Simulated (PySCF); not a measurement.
Compound: C2H8BNO.
Numbering: `[CH2:1]=[CH:2][B@@H-:3]([NH3+:4])[OH:5]` (hydrogens: H6, H7 on C1; H8 on C2; H9 on B3; H10, H11, H12 on N4; H13 on O5)
Bond orders are those of one Lewis drawing.

Computed by this run: PySCF 2.14.0, PBE0-D3(BJ)/def2-SVP geometry optimisation, gas phase; density fitting, grid level 1; the optimiser is geomeTRIC in internal coordinates, started from a GFN2-xTB structure with every atom displaced at random (about 0.01 Å).

Step 3: E = -6406.6415 eV
```
atom  x, y, z in Å  |  force x, y, z in eV/Å
C1      1.4038   -1.2464   -0.1554   -0.101   0.161   0.045
C2      1.1232    0.0509   -0.3530    0.108  -0.122   0.005
B3     -0.2655    0.8416   -0.3162   -0.136  -0.116   0.143
N4     -1.4544   -0.2527    0.1677   -0.313   0.480   0.092
O5     -0.3541    1.9094    0.6361    0.026  -0.030  -0.038
H6      0.6443   -2.0041    0.0714   -0.173  -0.009  -0.001
H7      2.4186   -1.6503   -0.2058    0.110   0.016  -0.027
H8      1.9967    0.6818   -0.5730    0.045   0.060  -0.042
H9     -0.6699    1.1870   -1.4254   -0.018  -0.026  -0.062
H10    -2.2926    0.3057    0.3699    0.249  -0.106  -0.095
H11    -1.6934   -0.9339   -0.5453    0.016  -0.215  -0.167
H12    -1.2073   -0.7374    1.0290    0.125  -0.127   0.077
H13     0.3498    1.8344    1.2829    0.062   0.034   0.071
```

Step 4: E = -6406.6525 eV
```
atom  x, y, z in Å  |  force x, y, z in eV/Å
C1      1.3712   -1.2333   -0.1474    0.098   0.000   0.011
C2      1.1318    0.0679   -0.3558   -0.054  -0.031  -0.007
B3     -0.2638    0.8446   -0.3125   -0.060  -0.020   0.075
N4     -1.4327   -0.2656    0.1643   -0.078   0.129   0.018
O5     -0.3557    1.9102    0.6427    0.004  -0.030  -0.004
H6      0.5823   -1.9652    0.0767   -0.053   0.039  -0.005
H7      2.3760   -1.6663   -0.1968    0.032  -0.015  -0.005
H8      2.0114    0.6903   -0.5842   -0.002  -0.026  -0.005
H9     -0.6792    1.1824   -1.4219   -0.001   0.012  -0.034
H10    -2.2722    0.2791    0.3661    0.015   0.002  -0.019
H11    -1.6562   -0.9520   -0.5556    0.043  -0.034  -0.020
H12    -1.1682   -0.7547    1.0213    0.047  -0.040  -0.005
H13     0.3545    1.8485    1.2859    0.012   0.013   0.001
```

Task: Estimate the geometry and energy of step 5. (The exact step hangs on the optimiser's Hessian estimate; all steps are aligned on step 4, rigid shifts and turns removed.)

Result: E = -6406.6536 eV, largest force 0.123 eV/Å
```
atom  x, y, z in Å  |  force x, y, z in eV/Å
C1      1.3784   -1.2335   -0.1428   -0.111  -0.030   0.022
C2      1.1273    0.0640   -0.3557    0.090   0.072  -0.044
B3     -0.2683    0.8442   -0.3083   -0.019  -0.045   0.027
N4     -1.4342   -0.2636    0.1623    0.030  -0.039  -0.006
O5     -0.3547    1.9086    0.6483    0.008  -0.024   0.013
H6      0.5723   -1.9465    0.0855    0.061  -0.059   0.007
H7      2.3813   -1.6739   -0.1962   -0.037   0.019   0.004
H8      2.0047    0.6859   -0.5927   -0.002   0.016  -0.009
H9     -0.6847    1.1829   -1.4189    0.022   0.019  -0.010
H10    -2.2746    0.2765    0.3632   -0.056   0.016   0.014
H11    -1.6469   -0.9501   -0.5633    0.028   0.037   0.029
H12    -1.1618   -0.7593    1.0146   -0.008   0.012  -0.025
H13     0.3607    1.8509    1.2868   -0.006   0.004  -0.021
```

The energy changes by -0.0011 eV. The first-order estimate −F·Δx gives -0.0048 eV and the mean of the old and new forces, exact on a quadratic surface, -0.0008 eV. The step makes an angle of 58° with the force vector and moves no atom by more than 0.023 Å.

What follows is the cost of the whole optimisation. On an Arm Neoverse V2 with one thread, on a shared host, this took 43 s of wall time and 0.46 GiB of memory at its peak.
